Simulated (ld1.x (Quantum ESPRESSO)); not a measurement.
Before and after: RRKJ potential for Zr (Z = 40)

Zr, norm-conserving RRKJ (Kleinman–Bylander form), made with ld1.x (Quantum ESPRESSO) 7.5 (LDA (PZ), scalar-relativistic). Core [Ar] 3d10, reference 4s2 4p6 4d2 5s0 5p0 (charge +2). Waves: 4s (bound): rc 1.40 bohr; 4p (bound): rc 2.35 bohr; 4d (bound): rc 2.80 bohr. Local part: the d channel. Core correction: Bessel-smoothed model core, default radius (core density twice the valence density). rho0 = 0.01.

Change: functional Wu–Cohen.

Cutoffs: the cutoffs (Ry, on a coarse ladder) from which the occupation-weighted sum of valence levels, in a spherical-Bessel basis at the reference potential, stays within 10 and 1 mRy of its value at 400 Ry; they do not see the model core or the augmentation charge, which bear on the density cutoff. Errors are all-electron minus pseudo energies relative to the spin-unpolarised reference configuration.

Task: What does the change do?

Result: The potential gets neither clearly harder nor softer (70 Ry and 90 Ry → 70 Ry and 90 Ry); the number of tests with a reliable result goes from 9 to 7; of the 7 tests that both files solve, the error grows in 2 and shrinks in 1 by more than 15 % and 0.3 meV (median size 43.4 → 39.2 meV); neither file shows a bound ghost.

```tsv
quantity	base	changed
cutoff, loose	70 Ry	70 Ry
cutoff, tight	90 Ry	90 Ry
bound ghosts	none	none
error for 4s2 4p6 4d2 5s2 5p0, meV [ΔE -20.59 → -20.05 eV]	-80	-88
error for 4s2 4p6 4d2 5s1 5p0, meV [ΔE -13.24 → -12.87 eV]	-34	-39
error for 4s2 4p6 4d1 5s0 5p0, meV [ΔE 22.82 → 22.58 eV]	+22	+22
error for 4s2 4p6 4d1 5s2 5p1, meV [ΔE -17.53 → -17.03 eV]	-61	-72
error for 4s1 4p6 4d2 5s2 5p0, meV [ΔE 39.98 → 40.46 eV]	+43	+30
error for 4s2 4p6 4d2 5s1 5p1, meV [ΔE -17.48 → -16.95 eV]	-73	-77
error for 4s2 4p6 4d3 5s0 5p0, meV [ΔE -12.78 → -12.51 eV]	-4.0	-5.5
s: phases at 3.06 bohr within 0.05 rad from the reference energy up to (Ry; the scan ends near 5)	1.8	1.9
p: phases at 3.06 bohr within 0.05 rad from the reference energy up to (Ry; the scan ends near 5)	2.4	2.4
d: phases at 3.06 bohr within 0.05 rad from the reference energy up to (Ry; the scan ends near 5)	0.2	0.2
```
